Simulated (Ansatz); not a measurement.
System: sum formula TaO₂F, net charge -1, doublet state. The spin state was set by rule; other spins were not relaxed. 
Geometry from a B3LYP-D3(BJ)/def2-TZVP (Ansatz, an electronic-structure program) optimisation:
```xyz
4

Ta     0.0188    -0.0317    -0.0965
O     -1.4047    -1.0795     0.1126
O     -0.4296     1.6197    -0.5856
F      1.4782    -0.2227     1.2033
```
Charge -1, spin multiplicity 2.

Parts of the frozen-core correlation energy in def2-SVPD (Ansatz, hartree). Frozen orbitals: 7; correlated occupied orbitals by spin: 13 and 12; virtual: 84 and 85. UHF or UKS for open shells. Spin-orbit coupling is left out. Past Kr the def2 sets carry scalar-relativistic core potentials.

```tsv
term	value
reference (HF)	-305.55042
MP2 opposite-spin	?
MP2 same-spin	?
CCSD correlation	-0.74058
(T)	?
T1 diagnostic	0.029
largest doubles amplitude	0.026
<S^2> of the reference	0.778
```

Q: Complete the blanks.

A: 
- MP2 opposite-spin, value: -0.54146
- MP2 same-spin, value: -0.22727
- (T), value: -0.03445
